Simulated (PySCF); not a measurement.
(BeTe)5 ring, Be5Te5.
Geometry (PBE0-D3(BJ)/def2-SVP, Å), atoms numbered from 1 in this order:
```xyz
10
Be5Te5 angstrom
Be     1.3073    1.2249   -1.7702
Te     2.2698    1.8337    0.1456
Be     0.0535    1.8400    0.4844
Te    -2.1691    1.7446    0.7774
Be    -1.2694    0.2416    2.1571
Te    -0.0842   -1.2673    3.2856
Be    -0.0417   -1.9725    1.1520
Te    -0.0274   -3.0700   -0.7981
Be     0.0062   -1.1519   -1.9525
Te     0.0796    0.5003   -3.4769
```

Level of theory: PySCF, PBE0-D3(BJ)/def2-SVP geometry optimisation, gas phase, def2 core potentials past Kr.

(1) Which atoms are bound to Be1, and at what distances?

(2) What is the shape at Be1?

(3) Which atoms are bound to Te2, and at what distances?

(4) What is the shape at Te2?

(5) What are the other bond lengths?

(6) Give some angles away from the centre.

(7) What are the rotational constants (commonest isotopes, rigid rotor)?

Results:

(1) 2 atoms: Te10 2.224 Å, Te2 2.229 Å. The nearest atom not counted as bound is Be3, at 2.65 Å.

(2) Almost linear: angle 170.8°. Differences among atoms that C2 makes equivalent are scatter left by the optimiser.

(3) 2 atoms: Be1 2.229 Å, Be3 2.242 Å. The nearest atom not counted as bound is Be9, at 4.29 Å.

(4) Bent: angle 72.8°. The Te–Be distances aren't all alike: 2.229 to 2.242 Å.

(5) Te6–Be7, Be9–Te10 2.248 Å.

(6) Te2–Be3–Te4 177.1°, Te4–Be5–Te6 170.2°, Be5–Te6–Be7 75.0°, Be7–Te8–Be9 91.7°, Te8–Be9–Te10 168.3°.

(7) A = 140.8, B = 109.1, C = 88.8 MHz: an asymmetric top.

Point group: C2 (tolerance 0.08 Å). Charge 0, singlet. Stationary, but not proved a minimum.
